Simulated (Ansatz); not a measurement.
`[NH2][InH2]` + H–F → `[F][InH2]` + NH₃ at 700 K and 1 bar (ligand exchange at the In–N bond).

Gas-phase electronic energies from Ansatz, PBE0-D4/def2-TZVP geometries. CCSD(T)/CBS is the MP2 limit (def2-TZVPP, def2-QZVPP) plus CCSD(T) − MP2 in def2-TZVPP, frozen cores. This one scheme is used for every species. def2 core potentials past Kr. For In outer-core shells are correlated without core-valence functions, which leaves a few kJ/mol of doubt a bond.

| species | CCSD(T)/CBS energy (Eh) | H − E (kJ/mol) | S (J/(mol·K)) |
| --- | --- | --- | --- |
| `[NH2][InH2]` | -246.90424 | 144.8 | 352.6 |
| H–F | -100.39570 | 45.2 | 198.5 |
| `[F][InH2]` | -290.81142 | 72.4 | 317.2 |
| NH₃ | -56.50880 | 116.9 | 226.5 |

H − E and S are ideal-gas, rigid-rotor, harmonic terms from PBE0-D4/def2-TZVP. 1 Eh = 2625.50 kJ/mol, R = 8.31446 J/(mol·K).

By hand: ΔE, ΔH, ΔS and ΔG.

ΔE = (-290.81142) + (-56.50880) − (-246.90424) − (-100.39570) = -0.02028 Eh = -53.2 kJ/mol. Δ(H − E) = 72.4 + 116.9 − 144.8 − 45.2 = -0.7, so ΔH = -53.9 kJ/mol. ΔS = 317.2 + 226.5 − 352.6 − 198.5 = -7.4 J/(mol·K). ΔG = -53.9 − 700 × (-7.4)/1000 = -48.7 kJ/mol.

By hand: the equilibrium constant, and the temperature at which ΔG would vanish if ΔH and ΔS stayed fixed.

log₁₀ K = −ΔG/(RT ln 10) = 3.6. ΔG = 0 at ΔH/ΔS = 7284 K, far beyond where these terms or the molecules hold.

The number of gas molecules stays the same, so ΔS is small and ΔH decides. A doubt of 5 kJ/mol in ΔE shifts log₁₀ K by 0.4 here. These are equilibria of isolated gas molecules and say nothing of rates. Largest T1 diagnostic: 0.016 (customary marks: 0.02 for closed shells, 0.045 for open ones).
